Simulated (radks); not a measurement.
Trend from Li+ to Ne+: ionisation energy by Delta-SCF between NIST ground configurations, and size. Method: non-relativistic Kohn-Sham, PBEsol, spin-unpolarised, spherical densities, point nucleus; computed with a radial shooting solver on a logarithmic mesh with Libxc functionals.

species	configuration	configuration of the ion	IE (eV)	NIST (eV)	kind	r at 0.001 e/bohr^3 (bohr)
Li+	[He]	1s1	78.561	75.640	theory	1.86
Be+	[He] 2s1	[He]	17.722	18.211	exp.	3.47
B+	[He] 2s2	[He] 2s1	25.254	25.155	exp.	3.33
C+	[He] 2s2 2p1	[He] 2s2	24.022	24.383	exp.	3.18
N+	[He] 2s2 2p2	[He] 2s2 2p1	28.742	29.601	semi-emp.	3.02
O+	[He] 2s2 2p3	[He] 2s2 2p2	33.485	35.121	exp.	2.88
F+	[He] 2s2 2p4	[He] 2s2 2p3	38.288	34.971	exp.	2.75
Ne+	[He] 2s2 2p5	[He] 2s2 2p4	43.174	40.963	exp.	2.63

Reference values: NIST Atomic Spectra Database (exp. = measured, semi-emp. = semi-empirical, theory = theoretical value adopted there). Spin polarisation and multiplet splitting are left out, so open shells lie too high by an amount that depends on their filling.

Beside tabulated values, note that spin-unpolarised runs miss the spin-polarisation part of the exchange energy of open shells.
